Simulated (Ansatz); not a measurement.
Geometry optimisation, RKS revPBE-D4/def2-SVP (Ansatz).

The input (input.yaml):

```yaml
crystal:
  periodic: [false, false, false]
  atoms:
    - { symbol: B, position_ang: [0.00924, 0.654569, -0.44245] }
    - { symbol: O, position_ang: [-0.004847, -0.184001, 2.019174] }
    - { symbol: H, position_ang: [-0.973999, -0.234462, 2.137671] }
    - { symbol: C, position_ang: [1.399626, 0.016322, -0.787942] }
    - { symbol: H, position_ang: [1.352177, -1.0903, -0.829735] }
    - { symbol: H, position_ang: [1.695681, 0.375835, -1.801204] }
    - { symbol: H, position_ang: [2.207707, 0.32263, -0.096571] }
    - { symbol: C, position_ang: [-1.398879, 0.067533, -0.824096] }
    - { symbol: H, position_ang: [-1.433087, -1.034109, -0.693098] }
    - { symbol: H, position_ang: [-2.254063, 0.536653, -0.299182] }
    - { symbol: H, position_ang: [-1.54934, 0.258114, -1.913613] }
    - { symbol: Br, position_ang: [0.027612, 2.592273, 0.146421] }
    - { symbol: H, position_ang: [0.170473, 0.774542, 2.202926] }
basis:
  gaussian: { orbitals: def2-SVP }
hamiltonian:
  xc: revpbe
  dispersion: d4
relax:
  f_tol: 0.03
  max_steps: 50
```

Command:

```bash
$ ansatz run input.yaml --threads 4 --pin off --max-ram 5120MiB --backend cpu --events-out ev --progress --plain --runs-dir out
```

Task: Where does it end, and by what steps?

Result: The run converged. The force dipped under the threshold on the way, but the program's further checks kept it going. After 15 steps the energy has fallen by 0.268 eV; O2 moved furthest, 0.51 Å. Joined: B1–O2 (2.60 → 1.74 Å).

```tsv
step	energy less start (eV)	largest force component (eV/Å)	accepted
0	0.0000	0.640	yes
1	-0.0721	0.558	yes
2	-0.1674	0.609	yes
3	-0.2047	1.175	yes
4	-0.0875	1.178	no
5	-0.2632	0.209	yes
6	-0.2645	0.109	yes
7	-0.2665	0.057	yes
8	-0.2669	0.015	yes
9	-0.2671	0.030	yes
10	-0.2673	0.073	yes
11	-0.2675	0.031	yes
12	-0.2677	0.015	yes
13	-0.2677	0.083	yes
14	-0.2678	0.033	yes
15	-0.2679	0.010	yes
```

```xyz
13
Properties=species:S:1:pos:R:3
B -0.029 0.518 -0.105
O -0.086 -0.054 1.538
H -0.996 0.156 1.837
C 1.371 0.000 -0.662
H 1.394 -1.110 -0.725
H 1.523 0.389 -1.690
H 2.245 0.333 -0.064
C -1.396 0.006 -0.752
H -1.435 -1.104 -0.799
H -2.310 0.368 -0.234
H -1.465 0.375 -1.797
Br -0.032 2.555 0.276
H 0.464 0.622 1.997
```

Whether the end is a true minimum wasn't checked by a vibrational analysis.

Time of the run: 9.3 s on 4 threads of AMD EPYC 9R45 96-Core Processor (Zen 5), with other jobs on the host, peak memory 0.21 GiB.
